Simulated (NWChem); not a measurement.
## Ionisation of HIn

```
In
H 1 1.8630
```
Charge 0, spin multiplicity 1.

The numbers come from NWChem runs, not from measurements. The geometry was optimised at PBE0/def2-SVP with def2 effective core potentials on In, a minimum by its harmonic frequencies.

Basis set: def2-TZVP. −ε marks an orbital energy of the parent.

Effective core potentials replace the inner electrons of In; spin-orbit coupling is left out. B3LYP has NWChem's definition, with VWN1-RPA local correlation. The structure started from a generated list of species.

**Question.** One of these methods gave a first vertical ionisation energy of 7.67 eV. Which?
A. −ε(HOMO) of BP86
B. −ε(HOMO) of HF
C. −ε(HOMO) of BHandHLYP
D. −ε(HOMO) of B3LYP

**Answer.** B, −ε(HOMO) of HF. The others give 5.59 (−ε(HOMO) of B3LYP), 4.93 (−ε(HOMO) of BP86), 6.54 (−ε(HOMO) of BHandHLYP).
